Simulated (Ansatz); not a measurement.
Mulliken charges of BrH$_{6}$NSi$_{2}$, SMILES `[SiH3]N[SiH2]Br` from r2SCAN/def2-TZVPP in Ansatz (PBE0-D4/def2-TZVP geometry).

| atom | x (Å) | y (Å) | z (Å) | charge (e) |
| --- | --- | --- | --- | --- |
| Si1 | -0.566 | 1.362 | 0.546 | 0.368 |
| N2 | 0.210 | -0.187 | 0.626 | -0.400 |
| Si3 | 0.689 | -1.172 | -0.685 | 0.477 |
| Br4 | -0.974 | -2.416 | -1.510 | -0.252 |
| H5 | -0.407 | 1.842 | -0.848 | -0.061 |
| H6 | -2.012 | 1.289 | 0.885 | -0.073 |
| H7 | 0.079 | 2.311 | 1.492 | -0.074 |
| H8 | 0.199 | -0.644 | 1.528 | 0.135 |
| H9 | 1.141 | -0.307 | -1.794 | -0.056 |
| H10 | 1.724 | -2.129 | -0.237 | -0.064 |

**Question.** By hand: the dipole of these point charges (1 e Å = 4.8032 D).

**Answer.** Σ q r = (0.300, 0.315, 0.203) e Å, of length 0.480 e Å = 2.31 D.

**Question.** How does the dipole of the full density compare? (Estimate.)

**Answer.** Ansatz gave: (0.180, 0.154, 0.330) e Å, 1.95 D; the point charges give 1.18 times that, at 30° from its direction.

Point charges leave out the atoms' own dipoles, such as those of lone pairs, and Mulliken's split depends on the basis, so the two needn't agree.
